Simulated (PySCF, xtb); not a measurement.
Sn(OH)3(SH) (H4O3SSn), SMILES [Sn]([OH])([OH])([SH])[OH].

GFN2-xTB (xtb) at its own geometry gives an orbital gap of 2.70 eV and a dipole moment of 0.90 D.

The structure is a stationary point at PBE0-D3(BJ)/def2-SVP. The def2 effective core potentials stand for the cores of Sn; spin–orbit coupling is left out. The values are those of a single conformer.

Question: What does PySCF with PBE/def2-TZVP give? (Estimate from the structure and the level; the computed values follow.)

Answer: gap 3.90 eV (levels -6.69 and -2.79 eV), dipole 0.76 D.
